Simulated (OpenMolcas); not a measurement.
# CH4ClGa (SMILES [CH3][GaH][Cl]): the vertical energy of the triplet above the singlet from total energies

CH4ClGa: 7 atoms, total charge 0, spin state singlet. As SMILES, `[CH3][GaH][Cl]`. The coordinates come from a PBE0-D4/def2-TZVP relaxation.

Both states at this one shape; open shells run unrestricted unless said. 1 Eh = 27.2114 eV.

| level | program | singlet CH4ClGa (Eh) | triplet CH4ClGa (Eh) |
| --- | --- | --- | --- |
| PBE/def2-SVP | OpenMolcas | -2424.651171 | -2424.479282 |
| r2SCAN/def2-SVP | OpenMolcas | -2425.136115 | -2424.959851 |
| B3LYP/6-31G* (Cartesian functions) | OpenMolcas | -2425.392925 | -2425.209499 |

Question: Work out the vertical gap, second state less first, at each level.

Answer: 
1. PBE/def2-SVP: -2424.479282 − (-2424.651171) = 0.171889 Eh = 4.68 eV.
2. r2SCAN/def2-SVP: -2424.959851 − (-2425.136115) = 0.176264 Eh = 4.80 eV.
3. B3LYP/6-31G* (Cartesian functions): -2425.209499 − (-2425.392925) = 0.183426 Eh = 4.99 eV.

No measured value is set beside it here; the levels span 4.68 to 4.99 eV. All-electron rows are non-relativistic unless named.
